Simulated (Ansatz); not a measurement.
Basis-set extrapolation for `C[CH2][Al]([CH3])[CH3]` (PBE0-D4/def2-TZVP geometry, frozen core, Ansatz). Multiplicity 1, RHF reference.

```
                      def2-TZVPP   def2-QZVPP
                 HF  -399.871341  -399.886180
    MP2 correlation    -0.797568    -0.847890
CCSD(T) correlation    -0.891534      not run
```

Energies in hartree. Use E(X) = E(∞) + A·exp(−7.88·√X) for Hartree–Fock and E(X) = E(∞) + B·X^(−2.97) for correlation, with X = 3 and 4, and add CCSD(T) minus MP2 of the smaller set to the MP2 limit.

Task: What is the CCSD(T) energy at the basis-set limit?

Result: HF limit: -399.886180 + (-0.014839) × 0.13774 = -399.88822. MP2 limit: -0.847890 + (-0.050322) × 0.74074 = -0.88517. Higher-order term: -0.891534 − (-0.797568) = -0.09397. Total: -400.86736 hartree, 274.3 kJ/mol below CCSD(T)/def2-TZVPP.
